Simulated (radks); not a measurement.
Values are calculated unless marked as measured or tabulated.
Problem. B2+, 3 electrons, occupied as [He] 2s1. Code: a radial shooting solver on a logarithmic mesh with Libxc functionals. Model: scalar-relativistic Kohn-Sham, r2SCAN, spin-polarised, spherical densities, finite nucleus; open shells are filled with parallel spins first; meta-GGA in the generalised Kohn-Sham scheme; Fermi nuclear charge, rms radius 2.406 fm. Some entries of the table are withheld. Estimate them.

orbital  occ.  eigenvalue (hartree)  <1/r> (bohr^-1)  <r> (bohr)
1s up       1              -7.87725              (1)      0.3263
1s down     1              -7.85337              (2)      0.3271
2s up       1              -1.20974           0.8769       1.627
2p up       0              -0.95649           0.7911       1.599

Solution. 
(1) 1s up <1/r> (bohr^-1): 4.683
(2) 1s down <1/r> (bohr^-1): 4.670
